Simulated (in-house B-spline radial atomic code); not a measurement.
# Ionising In2+ with different functionals

Computed with an all-electron radial atomic-structure program (B-spline basis): scalar-relativistic (spin-free X2C) Hamiltonian, Fermi nucleus of rms radius 4.6156 fm, spin-polarised at highest spin, spherical fractional occupations for the functionals, and exact exchange of hybrids averaged over the configuration. The ionisation energy is the difference of two self-consistent energies, [Kr] 4d10 5s1 → [Kr] 4d10, without Breit or QED terms; ε is the level of the shell that loses the electron (its least bound occupied spin orbital). There is no spin-orbit coupling in this Hamiltonian.

```tsv
method	rung	ΔSCF (eV)	-ε(5s) (eV)
PBE0	global hybrid	28.21	24.97
B3LYP	global hybrid	28.60	25.00
TPSSh	global hybrid	?	?
BHandHLYP	global hybrid	28.07	25.83
r2SCAN0	global hybrid	28.04	25.21
B97-1	global hybrid	?	?
HSE06	range-separated hybrid	28.26	24.63
wB97X	range-separated hybrid	27.72	26.98
CAM-B3LYP	range-separated hybrid	28.50	26.47
LC-wPBE	range-separated hybrid	28.01	27.52
```

Problem. What does TPSSh give?

Solution. ΔSCF 28.07 eV, and -ε(5s) = 24.29 eV.

Problem. What does B97-1 give?

Solution. ΔSCF 28.03 eV, and -ε(5s) = 24.55 eV.

Problem. Among the functionals, which spreads more, the ΔSCF values or the orbital energies?

Solution. The orbital energies: ΔSCF values span about 0.88 eV and the orbital energies 3.23 eV.

Problem. How do they compare with the NIST value?

Solution. NIST lists 28.044 eV (measured, ground level to ground level). Errors run from -0.33 to +0.55 eV; r2SCAN0 is closest (+0.00 eV), but part of that can be cancellation, since the calculations leave out Breit-QED terms.
